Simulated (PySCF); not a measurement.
Species: C₅H₁₀OSi.
Structure used (GFN2-xTB), in Å, numbered top down from 1:
```
atom  x, y, z in Å
C1    -2.5265   -1.1883    0.0820
C2    -1.5310   -0.4102    0.4252
C3    -0.0959   -0.2769    0.7377
C4     0.9390   -0.6523   -0.3017
Si5    2.4609    0.4984   -0.2488
C6    -0.9840    0.9476    0.5481
O7    -0.8552    1.8089   -0.5427
H8    -2.4286   -2.2629    0.0735
H9    -3.4918   -0.7885   -0.1866
H10    0.2203   -0.4745    1.7562
H11    0.4858   -0.6310   -1.2960
H12    1.2439   -1.6875   -0.1323
H13    2.0550    1.8829   -0.4719
H14    3.3851    0.0616   -1.2991
H15    3.0966    0.3643    1.0637
H16   -1.2266    1.5366    1.4252
H17   -0.7540    1.2838   -1.3435
```

NICS is the negative of the GIAO shielding at a point without a nucleus: at the ring centre (0) and 1 Å above and below it (1); zz is the component along the ring normal. Level: GIAO PBE0/pcSseg-1 (PySCF, non-relativistic, gas phase) on the GFN2-xTB geometry, one conformer.

Ring bond lengths (Å), with Mayer bond orders in brackets: C2–C3 1.475 (0.89), C3–C6 1.524 (0.89), C6–C2 1.469 (0.89).

Problem. What do the NICS probes read (ppm)?

Solution. 
```json
{"ring": "C2–C3–C6", "type": "3-membered carbocycle; formal bonds all single", "NICS(0)": "-26.0", "NICS(1), two faces": "-8.4 / -6.7", "NICS(1)zz, two faces": "-19.5 / -11.8", "rms pucker (Å)": "0.00", "centre to ring atoms, mean (Å)": "0.86"}
```

Problem. What do they say, and how far can they be read as aromaticity?

Solution. 
- C2–C3–C6: mean NICS(1)zz -15.7 ppm, shielded. C3, C6 have four or more neighbours; no verdict on aromaticity is drawn. The two faces differ by 7.7 ppm, so no symmetry operation interchanges them. NICS(0) lies 18 ppm below the mean NICS(1).

Problem. What is the mean of the two in-plane components of NICS at the first NICS(1) probe listed for ring C2–C3–C6, 1 Å off the ring?

Solution. The isotropic value is a third of the trace: (3 × -8.4 − (-19.5))/2 = -2.9 ppm.

The run took 50 s wall (with the writing of density and orbital grids) on one thread of an Arm Neoverse N1, shared host with 64 logical CPUs at a one-minute load of 56, and the process peaked at 0.80 GiB of memory. This is the whole shielding run at PBE0/pcSseg-1, SCF included.
